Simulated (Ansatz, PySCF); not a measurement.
C6H4N4O, SMILES c1nc(ncc1)-c1ocnn1. Atoms are numbered in the order given.

```xyz
15

C      0.0687    -3.1366     0.0000
C     -1.1486    -2.4539     0.0000
N     -1.2160    -1.1253     0.0000
C     -0.0530    -0.4751     0.0000
C     -0.1223     1.0049     0.0000
N     -1.1681     1.7663     0.0000
N     -0.7041     3.0661     0.0000
C      0.5836     2.9879     0.0000
O      1.0291     1.7175     0.0000
N      1.1644    -1.0176     0.0000
C      1.2183    -2.3490     0.0000
H      0.1174    -4.2273     0.0000
H     -2.1028    -2.9944     0.0000
H      1.3141     3.7950     0.0000
H      2.2173    -2.8010     0.0000
```
Charge 0, spin multiplicity 1.

Geometry: ωB97X-D3(BJ)/def2-SVP. The values are those of a single conformer.

Two levels are set side by side: PBE-D3(BJ)/def2-SVP (Ansatz, a first-principles code) and ωB97X-D3(BJ)/def2-SVP (PySCF). Each level has its own optimised geometry; the coordinates shown are those of the second. Frequencies come from the Hessian of PySCF at each geometry. Differences are taken from unrounded values.

```csv
quantity,ωB97X-D3(BJ)
mean bond length (Å),1.290
bond C1–C2 (Å),1.396
bond C1–C11 (Å),1.394
bond C2–N3 (Å),1.330
bond N3–C4 (Å),1.332
bond C4–C5 (Å),1.482
bond C4–N10 (Å),1.333
bond C5–N6 (Å),1.294
bond C5–O9 (Å),1.354
bond N6–N7 (Å),1.380
bond N7–C8 (Å),1.290
bond C8–O9 (Å),1.346
bond N10–C11 (Å),1.332
bond C1–H12 (Å),1.092
bond C2–H13 (Å),1.097
bond C8–H14 (Å),1.089
bond C11–H15 (Å),1.097
highest harmonic wavenumber (cm⁻¹),3315
mean harmonic wavenumber (cm⁻¹),1194
zero-point energy (kcal/mol),66.56
```

Task: What does PBE-D3(BJ) give, and how far is it from ωB97X-D3(BJ)? (An estimate is asked for; the answer gives what the named calculation found.)

Result: 
| quantity | PBE-D3(BJ) | PBE-D3(BJ) minus ωB97X-D3(BJ) |
|---|---|---|
| mean bond length (Å) | 1.299 | 0.009 |
| bond C1–C2 (Å) | 1.405 | 0.009 |
| bond C1–C11 (Å) | 1.403 | 0.009 |
| bond C2–N3 (Å) | 1.338 | 0.007 |
| bond N3–C4 (Å) | 1.347 | 0.014 |
| bond C4–C5 (Å) | 1.472 | -0.009 |
| bond C4–N10 (Å) | 1.347 | 0.015 |
| bond C5–N6 (Å) | 1.313 | 0.019 |
| bond C5–O9 (Å) | 1.369 | 0.015 |
| bond N6–N7 (Å) | 1.384 | 0.004 |
| bond N7–C8 (Å) | 1.306 | 0.016 |
| bond C8–O9 (Å) | 1.355 | 0.009 |
| bond N10–C11 (Å) | 1.340 | 0.007 |
| bond C1–H12 (Å) | 1.099 | 0.008 |
| bond C2–H13 (Å) | 1.105 | 0.008 |
| bond C8–H14 (Å) | 1.096 | 0.007 |
| bond C11–H15 (Å) | 1.105 | 0.008 |
| highest harmonic wavenumber (cm⁻¹) | 3217 | -99 |
| mean harmonic wavenumber (cm⁻¹) | 1137 | -57 |
| zero-point energy (kcal/mol) | 63.38 | -3.18 |

GGA bonds tend to be longer and softer than those of functionals with exact exchange. Differences between two approximate levels are no errors against the true value.
